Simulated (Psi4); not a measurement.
Cl$_{2}$Sr (SMILES [Cl][Sr][Cl]), singlet, geometry from GFN2-xTB (such geometries of metal compounds can be far from the true shape) (all electrons, no relativity); B3LYP/STO-3G (Psi4).

Psi4 was given this input:
```
memory 2 GB

molecule mol {
0 1
Sr    0.291224   -0.610948    0.120886
Cl    1.080314    1.073658   -1.546550
Cl   -1.731286    0.291991    1.276334
}

set {
  basis sto-3g
  reference rks
  scf_type pk
  damping_percentage 50
}

energy('b3lyp')
print_variables()
```

Output, abridged:

```
   => Loading Basis Set <=

    Name: STO-3G
    Role: ORBITAL
    Keyword: BASIS

         ---------------------------------------------------------
                                   SCF
               by Justin Turney, Rob Parrish, Andy Simmonett
                          and Daniel G. A. Smith
                              RKS Reference
         ---------------------------------------------------------

  ==> Geometry <==

    Molecular point group: cs
    Full point group: Cs

    Geometry (in Angstrom), charge = 0, multiplicity = 1:

       Center              X                  Y                   Z               Mass
    ------------   -----------------  -----------------  -----------------  -----------------
         SR           0.136591692495    -0.630468100608     0.000000000000    87.905612500000
         CL           1.812359046748     1.222288492107     0.000000000000    34.968852682000
         CL          -2.155726800342     0.362598637294     0.000000000000    34.968852682000

  Running in cs symmetry.

  Rotational constants: A =      0.20418  B =      0.05849  C =      0.04546 [cm^-1]
  Rotational constants: A =   6121.22967  B =   1753.40753  C =   1362.98472 [MHz]
  Nuclear repulsion =  311.344689835284271

  Charge       = 0
  Multiplicity = 1
  Electrons    = 72
  Nalpha       = 36
  Nbeta        = 36

  ==> Algorithm <==

  SCF Algorithm Type is PK.
  DIIS enabled.
  MOM disabled.
  Fractional occupation disabled.
  Guess Type is SAD.
  Energy threshold   = 1.00e-06
  Density threshold  = 1.00e-06
  Integral threshold = 1.00e-12

  ==> Primary Basis <==

  Basis Set: STO-3G
    Blend: STO-3G
    Number of shells: 20
    Number of basis functions: 40
    Number of Cartesian functions: 41
    Spherical Harmonics?: true
    Max angular momentum: 2

  ==> DFT Potential <==

   => LibXC <=

    Version 7.1.2
    S. Lehtola, C. Steigemann, M. J. T. Oliveira, and M. A. L. Marques,  SoftwareX 7, 1–5 (2018) (10.1016/j.softx.2017.11.002)

   => Composite Functional: B3LYP <=

    B3LYP Hyb-GGA Exchange-Correlation Functional

    P. J. Stephens, F. J. Devlin, C. F. Chabalowski, and M. J. Frisch,  J. Phys. Chem. 98, 11623 (1994) (10.1021/j100096a001)

    Deriv               =              1
    GGA                 =           TRUE
    Meta                =          FALSE

    Exchange Hybrid     =           TRUE
    MP2 Hybrid          =          FALSE

   => Exchange Functionals <=

    0.0800   Slater exchange
    0.7200         Becke 88

   => Exact (HF) Exchange <=

    0.2000               HF

   => Correlation Functionals <=

    0.1900   Vosko, Wilk & Nusair (VWN5_RPA)
    0.8100   Lee, Yang & Parr

   => LibXC Density Thresholds  <==

    XC_HYB_GGA_XC_B3LYP:  1.00E-15

   => Molecular Quadrature <=

    Radial Scheme          =       TREUTLER
    Pruning Scheme         =           NONE
    Nuclear Scheme         =       TREUTLER

    Blocking Scheme        =         OCTREE
    BS radius alpha        =              1
    Pruning alpha          =              1
    Radial Points          =             75
    Spherical Points       =            302
    Total Points           =          59484
    Total Blocks           =            530
    Max Points             =            255
    Max Functions          =             34
    Weights Tolerance      =       1.00E-15

  ==> Integral Setup <==

  Using in-core PK algorithm.
   Calculation information:
      Number of atoms:                   3
      Number of AO shells:              20
      Number of primitives:             60
      Number of atomic orbitals:        41
      Number of basis functions:        40

      Integral cutoff                 1.00e-12
      Number of threads:                 1

  Performing in-core PK
  Using 673220 doubles for integral storage.
  We computed 13651 shell quartets total.
  Whereas there are 22155 unique shell quartets.

  ==> DiskJK: Disk-Based J/K Matrices <==

    J tasked:                  Yes
[...]
   @RKS iter  29: -4011.10492224260088    5.59881e-05   1.42880e-05 DIIS/DAMP=50%
   @RKS iter  30: -4011.10476069979495    1.61543e-04   2.38793e-05 DIIS/DAMP=50%
   @RKS iter  31: -4011.10444304044813    3.17659e-04   4.18555e-05 DIIS/DAMP=50%
   @RKS iter  32: -4011.10634819283950   -1.90515e-03   1.36978e-05 DIIS/DAMP=50%
   @RKS iter  33: -4011.10567861690834    6.69576e-04   2.10977e-05 DIIS/DAMP=50%
   @RKS iter  34: -4011.10553443444132    1.44182e-04   3.15762e-05 DIIS/DAMP=50%
   @RKS iter  35: -4011.10483294677806    7.01488e-04   2.18424e-05 DIIS/DAMP=50%
   @RKS iter  36: -4011.10465990541661    1.73041e-04   1.19391e-05 DIIS/DAMP=50%
   @RKS iter  37: -4011.10497423055131   -3.14325e-04   1.46178e-05 DIIS/DAMP=50%
   @RKS iter  38: -4011.10488324334619    9.09872e-05   1.07216e-05 DIIS/DAMP=50%
   @RKS iter  39: -4011.10488237900745    8.64339e-07   7.63547e-06 DIIS/DAMP=50%
   @RKS iter  40: -4011.10484516020733    3.72188e-05   3.40084e-06 DIIS/DAMP=50%
   @RKS iter  41: -4011.10500981478253   -1.64655e-04   4.81413e-06 DIIS/DAMP=50%
   @RKS iter  42: -4011.10499104466180    1.87701e-05   3.60865e-06 DIIS/DAMP=50%
   @RKS iter  43: -4011.10504563710310   -5.45924e-05   4.49646e-06 DIIS/DAMP=50%
   @RKS iter  44: -4011.10499665512862    4.89820e-05   3.17288e-06 DIIS/DAMP=50%
   @RKS iter  45: -4011.10494738542639    4.92697e-05   9.45016e-07 DIIS/DAMP=50%
   @RKS iter  46: -4011.10501854317408   -7.11577e-05   1.35878e-06 DIIS/DAMP=50%
   @RKS iter  47: -4011.10498669885374    3.18443e-05   8.45103e-08 DIIS/DAMP=50%
   @RKS iter  48: -4011.10502602188853   -3.93230e-05   3.22991e-07 DIIS/DAMP=50%
   @RKS iter  49: -4011.10502444727490    1.57461e-06   1.05221e-07 DIIS/DAMP=50%
   @RKS iter  50: -4011.10503248279974   -8.03552e-06   1.43041e-07 DIIS/DAMP=50%
   @RKS iter  51: -4011.10503179326543    6.89534e-07   7.98961e-08 DIIS/DAMP=50%
  Energy and wave function converged.

  ==> Post-Iterations <==

   Electrons on quadrature grid:
      Ntotal   =   71.9999987751 ; deviation = -1.225e-06

    Orbital Energies [Eh]
    ---------------------

    Doubly Occupied:

[...]
    Virtual:

[...]
      30Ap     0.303992

    Final Occupation by Irrep:
             Ap   App
    DOCC [    27,    9 ]
    NA   [    27,    9 ]
    NB   [    27,    9 ]

  @RKS Final Energy: -4011.10503179326543

   => Energetics <=

    Nuclear Repulsion Energy =            311.3446898352842709
    One-Electron Energy =               -6193.7804550317323447
    Two-Electron Energy =                2000.4911375572592078
    DFT Exchange-Correlation Energy =    -129.1604041540762182
    Empirical Dispersion Energy =           0.0000000000000000
    VV10 Nonlocal Energy =                  0.0000000000000000
    Total Energy =                      -4011.1050317932654252

Computation Completed

Properties will be evaluated at   0.000000,   0.000000,   0.000000 [a0]

Properties computed using the SCF density matrix

 Multipole Moments:

 ------------------------------------------------------------------------------------
     Multipole            Electronic (a.u.)      Nuclear  (a.u.)        Total (a.u.)
 ------------------------------------------------------------------------------------

 L = 1.  Multiply by 2.5417464519 to convert [e a0] to [Debye]
 Dipole X            :          1.9935779           -1.2222134            0.7713645
 Dipole Y            :         -9.2017845            5.6413869           -3.5603976
 Dipole Z            :          0.0000000            0.0000000            0.0000000
 Magnitude           :                                                    3.6429980

 ------------------------------------------------------------------------------------

  Variable Map:
  ----------------------------------------------------------------------------
[...]
  Array Variable Map:
  ----------------------------------------------------------------------------
[...]
[...]
```
